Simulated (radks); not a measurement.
Species: the ruthenium ion Ru+. Configuration: [Kr] 4d7 (the NIST ground configuration).

Method: scalar-relativistic Kohn-Sham, LDA (Slater exchange, Perdew-Wang correlation), spin-polarised, spherical densities, finite nucleus; open shells are filled with parallel spins first (spin-orbit coupling, left out, can overturn this in heavy ions); Fermi nuclear charge, rms radius 4.4809 fm; computed with a radial shooting solver on a logarithmic mesh with Libxc functionals.

Energy parts (eV):
| part | energy |
|---|---|
| total | -123157.983 |
| kinetic | 127316.453 |
| electron-nucleus | -296902.046 |
| Hartree | 49930.756 |
| exchange-correlation | -3503.147 |

Orbitals (lengths in bohr, moments of r in powers of bohr):
orbital  occ.  eigenvalue (eV)   <1/r>     <r^2>
1s up       1        -21914.96   45.82  0.001513
1s down     1        -21914.96   45.82  0.001513
2s up       1        -3158.063   10.36   0.02507
2s down     1        -3157.674   10.36   0.02506
2p up       3        -2831.240   10.05   0.01971
2p down     3        -2830.935   10.05   0.01971
3s up       1        -561.6490   3.589    0.1864
3s down     1        -561.3730   3.589    0.1863
3p up       3        -454.2606   3.419    0.1895
3p down     3        -453.9602   3.420    0.1894
3d up       5        -280.8858   3.193    0.1771
3d down     5        -280.4841   3.194    0.1769
4s up       1         -84.6060   1.347     1.179
4s down     1         -82.8523   1.351     1.175
4p up       3         -54.7694   1.199     1.464
4p down     3         -52.9333   1.202     1.461
4d up       5         -13.5247  0.8304     3.239
4d down     2         -11.7728  0.8177     3.441

The highest occupied level is 4d down at -11.773 eV. The density falls to 0.001 e/bohr^3 at r = 3.82 bohr. For comparison, the ionisation energy in NIST's Atomic Spectra Database is 16.8 eV (semi-empirical). In exact Kohn-Sham theory the highest level is minus the ionisation energy, but local and semilocal functionals leave it too shallow, through self-interaction and a potential that decays too fast; potentials with the right tail come closer. The spin density at the nucleus is -1.911 e/bohr^3 (1s -0.068, 2s -0.589, 3s 0.035, 4s -1.289). Summed over all electrons, <r^2> = 37.66 bohr^2, which gives a Langevin (diamagnetic) susceptibility term of -29.8 x 10^-6 cm^3/mol.
